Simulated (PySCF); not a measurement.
B(CF3)(Cl)(F) (CBClF₄), SMILES FC(B(Cl)F)(F)F. Heavy atoms are numbered as in [B:1]([C:2]([F:3])([F:4])[F:5])([Cl:6])[F:7].

Coordinates come from a ωB97X-D3(BJ)/def2-SVP optimisation. The structure was generated by enumeration, and PubChem lists no compound with its InChIKey, so it may never have been made.

These are B3LYP/pcSseg-1 (PySCF) values and carry that method's errors.

GIAO shieldings, no solvent; atoms alike by connectivity are averaged. δ = σ(ref) − σ: ¹¹B against BF3 (σ = 86.3 ppm); ¹³C against TMS (σ = 181.3 ppm); ¹⁹F against CFCl3 (σ = 161.7 ppm); ³⁵Cl against HCl (σ = 933.3 ppm), references at their B3LYP-D3(BJ)/def2-TZVP geometries, non-relativistic (without spin–orbit terms, shifts of atoms bonded to Cl or Br come out too high).

```csv
atoms,nucleus,count,δ (ppm)
B1,¹¹B,1,25.9
C2,¹³C,1,129.8
F7,¹⁹F,1,-33.7
F3,¹⁹F,3,?
Cl6,³⁵Cl,1,?
```

What belongs in the gaps? (The exact figures need the calculation; the answer reports its results.)


- Cl6, δ (ppm): 185.7
- F3, δ (ppm): -90.7
